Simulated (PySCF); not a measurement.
From computed data to an observable: entropy of an ideal gas

B(Br)(OH)(NH2) (BBrH3NO), SMILES NB(O)Br.

Geometry optimised at ωB97X-D3(BJ)/def2-SVP. One conformer was computed; it need not be the lowest.

ωB97X-D3(BJ)/def2-SVP run with PySCF gives the harmonic wavenumbers 286, 328, 412, 436, 535, 554, 583, 908, 1005, 1247, 1466, 1610, 3653, 3769, 3938 cm⁻¹ and the rotational temperatures 0.4545, 0.1371, 0.1053 K. The molar mass is 123.74 g/mol, the symmetry number 1, the spin multiplicity 1.

### Question
Work out the entropy at 298.15 K and 1 atm in the rigid-rotor, harmonic-oscillator model.

### Answer

Translation (Sackur–Tetrode at 1 atm): S = R[1.5 ln M + 2.5 ln T − 1.16487] = 168.8 J/(mol K).
Rotation: q = (√π/σ) T^1.5/√(θA θB θC) = 113000, S = R[ln q + 3/2] = 109.2 J/(mol K).
Vibration: with u = 1.4388 ν/T, each mode gives R[u/(e^u − 1) − ln(1 − e^−u)]:
```
ν (cm⁻¹)  modes     u  S (J/(mol K))
--------  -----  ----  -------------
286           1  1.38           6.27
328           1  1.58           5.31
412           1  1.99           3.85
436           1  2.10           3.51
535           1  2.58           2.41
554           1  2.67           2.24
583           1  2.81           2.01
908           1  4.38           0.57
1005          1  4.85           0.38
1247          1  6.02           0.14
1466          1  7.07           0.06
1610          1  7.77           0.03
```
The stiffer modes add less than 0.005 each. Sum 26.8 J/(mol K).
Spin: R ln 1 = 0.0 J/(mol K).
Total 304.8 J/(mol K); the program's own thermochemistry gives 304.8. Translation makes up 55 % and vibration 9 %. Anharmonicity, hindered rotation and orbital degeneracy are left out.
